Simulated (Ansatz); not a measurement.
Basis-set extrapolation for C$_{2}$H$_{5}$BO, SMILES `OB1CC1` (PBE0-D4/def2-TZVP geometry, frozen core, Ansatz). Multiplicity 1, RHF reference.

```
                      def2-TZVPP   def2-QZVPP
                 HF  -178.267165  -178.275500
    MP2 correlation    -0.671532    -0.718420
CCSD(T) correlation    -0.726751      not run
```

Energies in hartree. Use E(X) = E(∞) + A·exp(−7.88·√X) for Hartree–Fock and E(X) = E(∞) + B·X^(−2.97) for correlation, with X = 3 and 4, and add CCSD(T) minus MP2 of the smaller set to the MP2 limit.

Question: What is the CCSD(T) energy at the basis-set limit?

Answer: HF limit: -178.275500 + (-0.008335) × 0.13774 = -178.27665. MP2 limit: -0.718420 + (-0.046888) × 0.74074 = -0.75315. Higher-order term: -0.726751 − (-0.671532) = -0.05522. Total: -179.08502 hartree, 239.2 kJ/mol below CCSD(T)/def2-TZVPP.
